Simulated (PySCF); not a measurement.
From one molecule to another.

First species: C4H7N3Si.
Structure used (GFN2-xTB), in Å, numbered top down from 1:
```
atom  x, y, z in Å
C1    -2.639    0.174    0.399
C2    -1.287   -0.358    0.063
C3    -0.128    0.413    0.136
C4     1.061   -0.218   -0.206
Si5    2.783    0.579   -0.199
N6     1.035   -1.502   -0.580
N7    -0.071   -2.158   -0.627
N8    -1.208   -1.631   -0.322
H9    -2.655    0.527    1.429
H10   -3.381   -0.608    0.270
H11   -2.880    1.014   -0.251
H12   -0.152    1.449    0.443
H13    3.610   -0.157    0.752
H14    2.598    1.969    0.231
H15    3.309    0.516   -1.559
```

Second species: C4H4F3P.
Numbering: `[CH3:1][P:2]1[CH:3]=[C:4]1[C:5]([F:6])([F:7])[F:8]` (hydrogens: H9, H10, H11 on C1; H12 on C3)

Levels: PBE0/def2-SVPD for dipole moment, HOMO energy, LUMO energy, HOMO–LUMO gap, static isotropic polarisability and electronic spatial extent ⟨r²⟩ about the centre of nuclear charge; TDDFT PBE0/def2-SVPD for lowest singlet excitation; TDA PBE0/def2-SVPD for lowest triplet excitation (Tamm–Dancoff); GFN2-xTB for rotational constant A and rotational constant C. Geometries: GFN2-xTB. Each structure is a single optimised conformer of the isolated species, non-relativistic unless stated. Electronic properties by PySCF.

Dipoles, sizes and rotational constants follow the conformer. The torsions of the flexible species, by atom-mapped SMILES:
- `[CH3:1][P:2]1[CH:3]=[C:4]1[C:5]([F:6])([F:7])[F:8]`: C3–C4–C5–F6 117°

```tsv
property	column X	column Y
dipole moment	2.70 D	4.98 D
HOMO energy	-7.31 eV	-6.90 eV
LUMO energy	-1.32 eV	-1.87 eV
HOMO–LUMO gap	5.99 eV	5.03 eV
lowest singlet excitation	4.68 eV	3.34 eV
lowest triplet excitation (Tamm–Dancoff)	3.64 eV	2.44 eV
static isotropic polarisability	72.7 au	93.1 au
electronic spatial extent ⟨r²⟩ about the centre of nuclear charge	1175 bohr²	1272 bohr²
rotational constant A	3.194 GHz	3.806 GHz
rotational constant C	1.001 GHz	0.900 GHz
```

Question: Which column belongs to which species?

Answer: Column X is the second species and column Y the first. The first has 15 atoms and 66 electrons, the second 12 and 70.

Question: How does each property change from the first species to the second?

Answer: dipole moment -2.28 D; HOMO energy -0.41 eV; LUMO energy +0.55 eV; HOMO–LUMO gap +0.96 eV; lowest singlet excitation +1.34 eV; lowest triplet excitation (Tamm–Dancoff) +1.20 eV; static isotropic polarisability -20.4 au; electronic spatial extent ⟨r²⟩ about the centre of nuclear charge -97 bohr²; rotational constant A -0.612 GHz; rotational constant C +0.101 GHz.

On the first: In wavenumbers S1 is 27000 cm⁻¹ (1 eV = 8065.54 cm⁻¹). The vertical singlet–triplet gap S1 − T1 is 0.90 eV (TDDFT singlet less Tamm–Dancoff triplet; S1: HOMO→LUMO, weight 0.94; T1: HOMO→LUMO, weight 0.72).

On the second: The polarisability is 10.77 Å³ as a volume (1 au = 0.148185 Å³), or 1.04 au for each of the 70 electrons. The dipole matches unit charges of opposite sign 0.56 Å apart (1 e·Å = 4.8032 D).
